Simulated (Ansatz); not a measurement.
`BN[SiH2]O`. The species carries charge 0 and has multiplicity 1. The structure was optimised at the PBE0-D4/def2-TZVP level. It is one conformer, not always the lowest.

```xyz
10

B    -0.207   -1.279    1.177
N     0.303   -0.753   -0.016
Si   -0.258    0.672   -0.843
O     0.835    1.897   -0.810
H    -1.118   -0.715    1.714
H     0.271   -2.273    1.644
H     1.075   -1.250   -0.440
H    -0.422    0.379   -2.284
H    -1.532    1.042   -0.183
H     1.053    2.278    0.042
```

Task: What is the dipole moment at B3LYP/def2-TZVPP? (Best estimate.)

Result: Ansatz gave: 0.83 D, with components (0.78, 0.22, 0.18) D in this frame, pointing from negative to positive charge.

Task: And with PBE, r2SCAN, ωB97M-V? (An estimate is asked.)

Result: Ansatz gave: PBE 0.93 D, r2SCAN 0.90 D, ωB97M-V 0.86 D.

Task: Give the Mulliken charges with B3LYP, PBE, ωB97M-V in def2-TZVPP. (An estimate is asked.)

Result: The calculation gave: 
| atom | B3LYP | PBE | ωB97M-V |
| --- | --- | --- | --- |
| B1 | -0.12 | -0.12 | -0.15 |
| N2 | -0.20 | -0.14 | -0.22 |
| Si3 | 0.52 | 0.43 | 0.45 |
| O4 | -0.38 | -0.34 | -0.37 |
| H5 | 0.01 | 0.00 | 0.05 |
| H6 | 0.01 | -0.01 | 0.05 |
| H7 | 0.14 | 0.15 | 0.12 |
| H8 | -0.08 | -0.07 | -0.04 |
| H9 | -0.09 | -0.08 | -0.05 |
| H10 | 0.18 | 0.19 | 0.17 |

B3LYP here is the variant with VWN-RPA as its local correlation; programs differ in this.
